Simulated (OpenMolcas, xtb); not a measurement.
# A ladder of methods for SiHClF2 (SMILES F[SiH](F)Cl)

SiHClF2: 5 atoms, total charge 0, spin state singlet. As SMILES, `F[SiH](F)Cl`. The shape is that of a PBE0-D4/def2-TZVP optimisation.

Each level gives the vertical energy of the triplet above the singlet (eV). The values are calculated.

| level | kind | program | value (eV) | CPU time (all runs) |
| --- | --- | --- | --- | --- |
| GFN0-xTB | semi-empirical | xtb | 6.28 | under 2 s |
| HF/6-311+G** | Hartree–Fock | OpenMolcas | 8.71 | 39 s |
| SVWN5/6-311+G** | LDA | OpenMolcas | 8.01 | 82 s |
| PBE/6-311+G** | GGA | OpenMolcas | 7.98 | 1.8 min |
| revPBE/6-311+G** | GGA | OpenMolcas | 8.01 | 1.7 min |
| M06-L/6-311+G** | meta-GGA | OpenMolcas | 8.69 | 2.7 min |
| BHLYP/6-311+G** | global hybrid | OpenMolcas | 8.72 | 98 s |
| M06-2X/6-311+G** | hybrid meta-GGA | OpenMolcas | 8.84 | 4.8 min |

The values span 6.28 to 8.84 eV. The xTB rows lack spin polarisation, so open shells miss the exchange term that lowers them. Times are those of the runs behind each value, whatever else they computed, on shared processors of several kinds: orders of magnitude only.
